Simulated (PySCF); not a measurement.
Compound: C2H9BOSn.
Numbering: `[CH3:1][CH2:2][O:3][BH:4][SnH3:5]` (hydrogens: H6, H7, H8 on C1; H9, H10 on C2; H11 on B4; H12, H13, H14 on Sn5)

Method: PySCF 2.14.0, PBE0-D3(BJ)/def2-SVP geometry optimisation, gas phase, def2 core potentials past Kr; density fitting, grid level 1; the optimiser is geomeTRIC in internal coordinates, started from a GFN2-xTB structure with every atom displaced at random (about 0.01 Å).

Step 0: E = -10766.1118 eV
```
atom  x, y, z in Å  |  force x, y, z in eV/Å
C1     -1.7860    0.7856   -0.3039   -0.594   0.692   0.273
C2     -1.2574   -0.3706    0.4749    0.504   0.176   0.340
O3     -0.6062   -1.2652   -0.3938    0.764  -0.266  -0.061
B4      0.7141   -1.2805   -0.6826   -1.572   0.476   0.758
Sn5     2.2120    0.0940    0.1702   -0.150   0.416   0.324
H6     -0.9975    1.3712   -0.7739    0.437   0.122  -0.110
H7     -2.3399    1.4724    0.3587    0.000  -0.066  -0.045
H8     -2.4625    0.4653   -1.0929   -0.296  -0.216  -0.283
H9     -0.5670   -0.0015    1.2722   -0.137  -0.268  -0.242
H10    -2.0641   -0.9291    0.9638   -0.112  -0.058   0.083
H11     1.0020   -2.1014   -1.4398    0.547  -1.040  -1.029
H12     2.0280    1.7337   -0.1370   -0.318   0.620  -0.308
H13     2.3446    0.1577    1.8378   -0.117  -0.188   0.782
H14     3.7726   -0.1467   -0.2862    1.045  -0.401  -0.481
```

Question: Estimate the geometry and energy of step 1. (The exact step hangs on the optimiser's Hessian estimate; all steps are aligned on step 0, rigid shifts and turns removed.)

Answer: E = -10766.3130 eV, largest force 0.552 eV/Å
```
atom  x, y, z in Å  |  force x, y, z in eV/Å
C1     -1.8236    0.8176   -0.3068    0.100  -0.038  -0.066
C2     -1.2235   -0.3369    0.4614   -0.079  -0.055  -0.028
O3     -0.6051   -1.2693   -0.4106   -0.159   0.016  -0.007
B4      0.6926   -1.3364   -0.7014    0.313   0.193   0.078
Sn5     2.2483    0.1136    0.2201    0.284   0.222   0.157
H6     -1.0384    1.4097   -0.8010    0.004  -0.001  -0.010
H7     -2.3708    1.4820    0.3752   -0.035   0.029   0.045
H8     -2.5204    0.4568   -1.0768   -0.017  -0.021   0.006
H9     -0.4892    0.0236    1.2017    0.034   0.008   0.047
H10    -2.0073   -0.8887    1.0059    0.062   0.016  -0.009
H11     1.0298   -2.1888   -1.4972   -0.018   0.050   0.055
H12     1.9069    1.7961   -0.1695    0.066  -0.433   0.068
H13     2.2948    0.0867    1.9819   -0.022  -0.035  -0.478
H14     3.8987   -0.1812   -0.3157   -0.531   0.048   0.141
```

The energy changes by -0.2012 eV. The first-order estimate −F·Δx gives -0.6183 eV and the mean of the old and new forces, exact on a quadratic surface, -0.2180 eV. The step makes an angle of 58° with the force vector and moves no atom by more than 0.168 Å.

What follows is the cost of the whole optimisation. The run took 40 s wall on one thread of an Arm Neoverse V2, no GPU, on a shared host, and the process peaked at 0.50 GiB of memory.
